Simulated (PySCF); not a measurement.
Species: C5H4FNO2.
Numbering: `[CH3:1][C:2](=[O:3])[c:4]1[cH:5][c:6]([F:7])[o:8][n:9]1`

Structure used (GFN2-xTB), in Å, numbered top down from 1:
```
atom  x, y, z in Å
C1    -2.1646    0.2293   -0.4613
C2    -1.1259   -0.5021    0.3305
O3    -1.3577   -1.3858    1.1169
C4     0.2695   -0.0537    0.0781
C5     1.4511   -0.5629    0.6850
C6     2.4187    0.1926    0.1004
F7     3.7251    0.2028    0.2423
O8     1.8977    1.0649   -0.7654
N9     0.5613    0.9034   -0.7709
H10   -2.1052    1.2914   -0.2371
H11   -3.1546   -0.1513   -0.2262
H12   -1.9569    0.1123   -1.5220
H13    1.5371   -1.3402    1.4120
```

NICS is the negative of the GIAO shielding at a point without a nucleus: at the ring centre (0) and 1 Å above and below it (1); zz is the component along the ring normal. Level: GIAO PBE0/pcSseg-1 (PySCF, non-relativistic, gas phase) on the GFN2-xTB geometry, one conformer.

Ring bond lengths (Å), with Mayer bond orders in brackets: C4–C5 1.423 (1.14), C5–C6 1.360 (1.60), C6–O8 1.335 (1.11), O8–N9 1.346 (1.00), N9–C4 1.312 (1.56).

Problem. Give the NICS values of each ring in ppm.

Solution. 
| ring | type | NICS(0) | NICS(1), two faces | NICS(1)zz, two faces | rms pucker (Å) | centre to ring atoms, mean (Å) |
| --- | --- | --- | --- | --- | --- | --- |
| C4–C5–C6–O8–N9 | 5-membered ring with N and O; formal bonds all aromatic | -11.8 | -9.9 / -9.9 | -22.9 / -22.9 | 0.00 | 1.15 |

Problem. What do they say, and how far can they be read as aromaticity?

Solution. 
- C4–C5–C6–O8–N9: mean NICS(1)zz -22.9 ppm, shielded. For a flat ring without four-coordinate atoms the NICS criterion counts such a value as aromatic.

Problem. How equal are the bonds by HOMA? HOMA takes Krygowski's 1993 parameters.

Solution. 
- C4–C5–C6–O8–N9: HOMA 0.62; the largest term is that of C6–O8, α(R − Ropt)² = 0.77.

Problem. At the first NICS(1) probe listed for ring C4–C5–C6–O8–N9, 1 Å off the ring, how large is the induced field along the normal in 9.4 T applied along it?

Solution. NICSzz × B0 = -22.9 ppm × 9.4 T = -215 μT, against the applied field.

Problem. List the ring angles and the Hirshfeld charges of the ring atoms.

Solution. 
- C4–C5–C6–O8–N9: C4 110.6° (+0.026 e), C5 102.0° (-0.099 e), C6 111.4° (+0.165 e), O8 108.2° (-0.025 e), N9 107.8° (-0.092 e); sum 540.0° against 540° for a flat convex ring.
